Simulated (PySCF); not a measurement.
Mg(F)(GeH3) (FGeH₃Mg), SMILES [F][Mg][GeH3]. The structure is a stationary point at PBE0-D3(BJ)/def2-TZVP.

Computed with PBE0-D3(BJ)/def2-TZVP run with PySCF 2.14.0.

Harmonic wavenumbers (cm⁻¹): 108, 108, 242, 364, 364, 741, 780, 887, 887, 2110, 2118, 2118. Rotational constants (GHz): 82.51, 1.454, 1.454; symmetry number 3.

Work out the zero-point energy and the ideal-gas rigid-rotor harmonic-oscillator thermochemistry at 298.15 K and 1 atm.

ZPE = ½ Σ hcν = ½ × 10827 cm⁻¹ = 15.48 kcal/mol. H − E(el) = 19.68 kcal/mol. Entropy in cal/(mol K): translation 40.24, rotation 22.84, vibration 11.40, total 74.48. G − E(el) = -2.52 kcal/mol. Cp = 19.20 cal/(mol K). Modes under 150 cm⁻¹ make the vibrational entropy uncertain.
